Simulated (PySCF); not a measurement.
Two-component Hartree-Fock for O⁵⁺ (oxygen, charge +5)

Start: [He] 2s1; 2s1/2 filled at m_j = +1/2. Calculated with PySCF 2.14 in an even-tempered Gaussian basis (17 s from 0.45 bohr⁻², ratio 2.4; 10 p from 0.58 bohr⁻², ratio 2.4; 5 d from 1.8 bohr⁻², ratio 2.6; 5 f from 2.7 bohr⁻², ratio 2.6): generalised Hartree-Fock with the X2C-1e Hamiltonian and a Gaussian nucleus; one run each with spin-orbit coupling (SO) switched off, then screened by Boettger's factors.

```tsv
spinor shell	electrons	ε, spin-free (eV)	ε, screened SO (eV)	weight of nominal j (screened SO)	rms radius, screened SO (bohr)
1s1/2	2	-703.28	-703.28	1.000	0.228
2s1/2	1	-138.00	-138.00	1.000	0.965
```

| quantity | spin-free | screened SO |
| --- | --- | --- |
| E (hartree) | -64.22800 | -64.22800 |
| M_J | 1/2 | 1/2 |
| ⟨J²⟩ | 0.750 | 0.750 |
| ⟨L²⟩ | 0.000 | 0.000 |
| ⟨S²⟩ | 0.750 | 0.750 |

Each row is a mean over spinors that exchange with the open shell spreads, by up to 3.599 eV (1s1/2).

Without spin-orbit coupling the j labels of p, d and f shells carry no meaning; the spin-free column gives the mean over the occupied spinors of each nl shell.
